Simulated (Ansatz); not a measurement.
Correlation energies of CH$_{5}$ClO$_{2}$Si, SMILES `O[SiH2]C(O)Cl` by basis set

| atom | x (Å) | y (Å) | z (Å) |
| --- | --- | --- | --- |
| O1 | -0.976 | -1.892 | -0.324 |
| Si2 | -1.044 | -0.281 | -0.021 |
| C3 | 0.697 | 0.469 | -0.174 |
| O4 | 0.677 | 1.791 | 0.198 |
| Cl5 | 1.755 | -0.540 | 0.945 |
| H6 | -0.355 | -2.394 | 0.210 |
| H7 | -1.516 | 0.046 | 1.347 |
| H8 | -1.929 | 0.299 | -1.056 |
| H9 | 1.158 | 0.305 | -1.152 |
| H10 | 1.533 | 2.197 | 0.026 |

Charge 0, multiplicity 1. The structure was optimised at the PBE0-D4/def2-TZVP level. It is one conformer, not always the lowest. Frozen core, restricted reference, Ansatz. CBS rows extrapolate triple and quadruple zeta; past MP2 they add the triple-zeta difference.

| basis | HF (Eh) | MP2 corr. | CCSD corr. | (T) | CCSD(T) total |
| --- | --- | --- | --- | --- | --- |
| def2-SVP | -938.58244 | -0.74150 | -0.78788 | -0.01910 | -939.38942 |
| def2-TZVPP | -939.08715 | -0.96282 | -1.00373 | -0.03909 | -940.12997 |
| def2-QZVPP | -939.11829 | -1.04312 | – | – | – |
| CBS(def2) | -939.12257 | -1.10261 | -1.14352 | as TZ | -940.30518 |
